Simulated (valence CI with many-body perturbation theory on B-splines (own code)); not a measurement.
Results of a calculation; reference values are marked as such.
# Ladder of approximations for I3+

Level of theory: valence CI with perturbative core correlation (CI+MBPT): four valence electrons over a frozen Dirac-Fock core [Kr] 4d10, a basis of 11 s, 11 p, 9 d, 7 f, 5 g, 2 h, 1 i functions for each j, with the one-electron correlation potential Σ1 (screened to all orders), the two-electron term Σ2, the three-electron term Σ3, Breit, model QED; selected single and double excitations, second order for the rest, scaled by the run's own slope (own B-spline code, finite nucleus).

No measured levels were compared; by estimate levels hold to about 250 cm⁻¹ or 0.2 % of their energy and the worst to 1 %, as in measured heavy ions of charge 2 to 7; those with d or f electrons hold less well. Core correlation moves these levels by up to 11000 cm⁻¹, and in measured spectra 5 to 20 % of such shifts remained as error; rates that hang on mixing are uncertain with them. Among the levels kept, up to 300 cm⁻¹ of a level comes from second order outside the variational space, and about a tenth of that is noise between levels of different J, which matters for small intervals.

Each rung adds one term. CI alone is the Dirac-Coulomb CI over the frozen core; QED comes last and gives the full result, which names the levels. Energies are above 5s²5p² ³P_0 on the same rung, in eV. A blank means that the level has no clear partner on that rung.

Names give the largest LS component (configuration and term), which can be under half, so a name can repeat, a term be missing and a line seem to break the LS rules; names also repeat where a configuration has a term twice. Letters in brackets count levels of one name in rising energy.

| Level | CI alone | Σ1 | Σ2 | Σ3 | Breit | QED | Full |
| --- | --- | --- | --- | --- | --- | --- | --- |
| 5s²5p² ³P_1 | 0.778 | +0.0627 | +0.0150 | +0.0048 | -0.0154 | +0.0017 | 0.847 |
| 5s²5p² ³P_2 | 1.286 | +0.0822 | +0.0052 | +0.0049 | -0.0189 | +0.0021 | 1.362 |
| 5s²5p² ¹D_2 | 2.671 | +0.1482 | -0.0041 | +0.0055 | -0.0311 | +0.0037 | 2.794 |
| 5s²5p² ¹S_0 | 4.516 | +0.1790 | -0.0387 | -0.0207 | -0.0298 | +0.0035 | 4.609 |
| 5s5p³ ⁵S°_2 | 8.853 | +0.3645 | +0.4559 | +0.0114 | -0.0132 | -0.0288 | 9.643 |
| 5s5p³ ³D°_1 | 11.640 | +0.4297 | +0.2202 | +0.0054 | -0.0147 | -0.0257 | 12.254 |
| 5s5p³ ³D°_2 | 11.687 | +0.4345 | +0.2300 | +0.0053 | -0.0168 | -0.0256 | 12.315 |
| 5s5p³ ³D°_3 | 12.010 | +0.4609 | +0.2367 | +0.0074 | -0.0239 | -0.0249 | 12.666 |
| 5s5p³ ³P°_0 | 13.617 | +0.4880 | +0.1393 | -0.0067 | -0.0221 | -0.0248 | 14.191 |
| 5s5p³ ³P°_2 | 13.665 | +0.5167 | +0.1075 | +0.0014 | -0.0270 | -0.0201 | 14.243 |
| 5s5p³ ³P°_1 | 13.718 | +0.4991 | +0.1336 | -0.0057 | -0.0257 | -0.0243 | 14.295 |
| 5s²5p5d ¹D°_2 | 14.649 | +0.5943 | +0.0624 | +0.0078 | -0.0385 | -0.0131 | 15.262 |
| 5s²5p5d ³F°_2 | 15.676 | +0.6451 | -0.0699 | +0.0183 | -0.0353 | -0.0006 | 16.234 |
| 5s²5p5d ³F°_3 | 16.012 | +0.6675 | -0.0757 | +0.0188 | -0.0386 | +0.0019 | 16.586 |
| 5s5p³ ³S°_1 | 17.244 | +0.5399 | -0.8270 | -0.0168 | -0.0179 | -0.0264 | 16.895 |
| 5s²5p5d ³F°_4 | 16.794 | +0.7257 | -0.0477 | +0.0199 | -0.0526 | +0.0043 | 17.444 |
| 5s²5p5d ³D°_1 [a] | 17.693 | +0.6477 | -0.4847 | -0.0008 | -0.0300 | -0.0035 | 17.822 |
| 5s²5p5d ³P°_2 [a] | 17.749 | +0.6538 | -0.4859 | +0.0038 | -0.0299 | -0.0036 | 17.888 |
| 5s²5p5d ³D°_1 [b] |  |  |  | -0.0095 | -0.0351 | -0.0093 | 18.266 |
| 5s²5p6s ³P°_0 | 18.060 | +0.7854 | -0.3050 | -0.0118 | -0.0228 | +0.0117 | 18.517 |
| 5s²5p6s ³P°_1 |  |  |  | -0.0115 | -0.0261 | +0.0065 | 18.643 |
| 5s²5p5d ³D°_3 | 18.677 | +0.7214 | -0.4780 | +0.0003 | -0.0445 | +0.0010 | 18.877 |
| 5s²5p5d ³D°_2 | 18.803 | +0.7126 | -0.5499 | -0.0026 | -0.0410 | -0.0036 | 18.919 |
| 5s²5p5d ³P°_0 | 18.742 | +0.7308 | -0.4321 | +0.0082 | -0.0443 | +0.0015 | 19.007 |
| 5s²5p5d ³P°_1 | 18.934 | +0.7291 | -0.4712 | +0.0050 | -0.0467 | -0.0004 | 19.149 |
| 5s²5p5d ³P°_2 [b] |  |  | -0.6289 | -0.0011 | -0.0454 | -0.0059 | 19.380 |
| 5s²5p6s ³P°_2 |  |  | -0.3432 | -0.0112 | -0.0432 | +0.0145 | 19.985 |
| 5s²5p5d ¹F°_3 | 19.769 | +0.7673 | -0.4502 | -0.0046 | -0.0473 | +0.0039 | 20.038 |
| 5s²5p6s ¹P°_1 | 19.637 | +0.8446 | -0.3848 | -0.0133 | -0.0422 | +0.0085 | 20.050 |
| 5s²5p5d ¹P°_1 | 21.031 | +0.7560 | -0.5648 | -0.0152 | -0.0437 | +0.0003 | 21.164 |
| 5s²5p6p ³D_1 | 21.429 | +0.8246 | -0.3084 | -0.0118 | -0.0198 | +0.0034 | 21.917 |

The middle columns are the shifts that each term adds.

Q: How does the ionisation energy move along the ladder, and which term matters most?

A: CI alone 39.922, + Σ1 40.956, + Σ2 40.582, + Σ3 40.570, + Breit 40.543, + QED 40.548 eV. The largest step is Σ1, 1.034 eV. NIST lists 40.357 ± 0.025 eV (measured), further off than its uncertainty and the later steps.
